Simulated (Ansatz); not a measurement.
Ideal-gas functions of `FC(F)(F)CBr` at 400 K and 1 bar, from an Ansatz frequency run at PBE0-D4/def2-TZVP.

Molar mass 162.94 g/mol, point group Cs (symmetry number 1), electronic degeneracy 1, moments of inertia 94.557, 438.962, 442.029 u Å². Harmonic wavenumbers (cm⁻¹, unscaled): 90, 153, 314, 352, 529, 537, 638, 739, 864, 880, 1100, 1160, 1265, 1303, 1337, 1458, 3130, 3201.

Use S(trans) = R[1.5 ln M + 2.5 ln T − 1.1517]; rotational temperatures θ = 24.2544 K / I; S(rot) = R[ln(√π/σ · √(T³/θAθBθC)) + 1.5]; for each mode x = 1.438777 ν̃/T, S = R[x/(eˣ − 1) − ln(1 − e⁻ˣ)] and H = RT x/(eˣ − 1); 1 cm⁻¹ = 0.0119627 kJ/mol; R = 8.31446 J/(mol·K).

**Question.** By hand: the entropy, in J/(mol·K).

**Answer.** Translation 178.5. Rotation: θ = 0.2565, 0.0553, 0.0549 K, giving 121.7. Vibration, mode by mode: 17.73, 13.38, 7.73, 6.89, 4.12, 4.02, 3.02, 2.27, 1.59, 1.52, 0.80, 0.67, 0.49, 0.44, 0.40, 0.28, 0.00, 0.00, in all 65.3. Electronic 0.0. Sum 365.5 J/(mol·K).

**Question.** By hand: H − E and G − E in kJ/mol, counted from the electronic energy.

**Answer.** Zero-point energy ½ × 19050 × 0.0119627 = 113.9; thermal vibration 14.4; translation, rotation and pV give 4 RT = 13.3. H − E = 141.6 kJ/mol, and G − E = 141.6 − 400 × 365.5/1000 = -4.6 kJ/mol.

Vibration gives 18 % of the entropy, 17.7 J/(mol·K) of it from the mode under 150 cm⁻¹: soft modes count most, and the harmonic formula is weakest for them.
